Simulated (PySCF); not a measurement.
# Basis and Hamiltonian dependence of the ionisation energy of Ar²⁺

Ar²⁺ [Ne] 3s2 3p4 (3P) → Ar³⁺ [Ne] 3s2 3p3 (4S). Calculated with PySCF 2.14 from differences of total energies of unrestricted determinants, without spin-orbit coupling. Values in eV.

| basis | Hamiltonian | functions | UHF | LDA | PBE0 | MP2 (valence) | CCSD(T) (valence) | CCSD(T) (valence and next inner shell) |
| --- | --- | --- | --- | --- | --- | --- | --- | --- |
| def2-SVP | non-relativistic | 18 | 39.439 | n/a | n/a | 39.938 | 39.947 | n/a |
| cc-pV(D+d)Z | non-relativistic | 23 | 39.308 | n/a | n/a | 39.755 | 39.769 | n/a |
| Sapporo-DZP-2012 | spin-free X2C | 27 | 39.468 | 40.956 | 40.832 | 39.951 | 39.985 | n/a |
| aug-cc-pV(D+d)Z | non-relativistic | 32 | 39.320 | 40.826 | 40.690 | 39.809 | 39.838 | n/a |
| ANO-RCC-VTZP | spin-free X2C | 34 | 39.387 | 40.824 | 40.712 | 40.190 | 40.340 | 40.340 |
| x2c-TZVPall | spin-free X2C | 37 | 39.360 | n/a | 40.713 | 40.142 | 40.279 | n/a |
| def2-TZVP | non-relativistic | 37 | 39.373 | n/a | n/a | 40.152 | 40.289 | n/a |
| x2c-QZVPPall | spin-free X2C | 70 | 39.386 | 40.841 | 40.712 | 40.323 | 40.480 | 40.503 |
| aug-cc-pwCVTZ | non-relativistic | 75 | 39.397 | 40.857 | 40.737 | 40.228 | 40.369 | 40.419 |
| aug-cc-pCVTZ-DK | spin-free X2C | 75 | 39.387 | 40.846 | 40.727 | 40.211 | 40.351 | 40.392 |
| def2-QZVPPD | non-relativistic | 79 | 39.393 | 40.848 | 40.720 | 40.328 | 40.484 | 40.509 |
| aug-cc-pCVTZ-DK with one added diffuse shell each of s, p, d, f type | spin-free X2C | 91 | 39.388 | 40.847 | 40.728 | 40.215 | 40.356 | 40.397 |
| aug-cc-pV(Q+d)Z with one added diffuse shell each of s, p, d, f, g type | non-relativistic | 114 | 39.401 | 40.861 | 40.729 | 40.342 | n/a | n/a |
| aug-cc-pV(5+d)Z | non-relativistic | 136 | 39.394 | 40.849 | 40.721 | 40.393 | n/a | n/a |

Frozen in the all-electron rows: valence: [Ne]; valence and next inner shell: 1s2.

Between the lowest levels the reference is 40.735 ± 0.012 eV (semi-empirical (NIST evaluation); NIST Atomic Spectra Database, ionization energies); it includes spin-orbit coupling, which these numbers lack.
